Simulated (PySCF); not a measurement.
Unrelated species, one level of theory. Method used: TDDFT B3LYP/def2-SVPD, vertical, gas phase, core orbitals frozen in the response in PySCF 2.14.0, density-fitted response routines. Geometries: GFN2-xTB; one conformer of each isolated species. Triplets are in the Tamm–Dancoff approximation.

Task: Rank by computed lowest singlet excitation energy, highest first.
A. `[SiH3]O[SiH2][SiH2]C(=S)C`
B. `NC(=O)[SiH2]O[SiH](O)O`
C. `O[Si@H]([SiH3])C[SiH3]`
D. `O[SiH](O)O[SiH2]NC=O`
E. `C([SiH2]CC[SiH3])[SiH3]`
F. `C=CCC[Si@@H](N)S`

Result: E (6.64 eV), C (6.44 eV), F (5.97 eV), D (5.56 eV), B (4.90 eV), A (2.07 eV).

```csv
SMILES,S1 (eV),T1 (eV),f (S1),first f ≥ 0.01 (nm),α (au),gap (eV),S1 mainly
[SiH3]CC[SiH2]C[SiH3],6.64,6.42,0.010,184,122.7,7.51,H→L (92%)
O[Si@H]([SiH3])C[SiH3],6.44,5.94,0.007,188,100.0,7.40,H→L (92%)
C=CCC[Si@@H](N)S,5.97,4.52,0.009,204,105.3,6.62,H→L (86%)
O=CN[SiH2]O[SiH](O)O,5.56,5.11,0.000,182,80.5,7.29,H→L (96%)
NC(=O)[SiH2]O[SiH](O)O,4.90,4.30,0.002,189,83.3,6.44,H→L (98%)
CC(=S)[SiH2][SiH2]O[SiH3],2.07,1.58,0.000,278,129.7,3.40,H→L (100%)
```

H and L stand for HOMO and LUMO.

Mean S1 by what the SMILES shows (count): single bonds only 6.54 eV (2); a double or triple bond but no aromatic ring 4.62 eV (4).

Without π bonds the low states are Rydberg-like; a valence basis with one diffuse set may place them up to an eV too high.
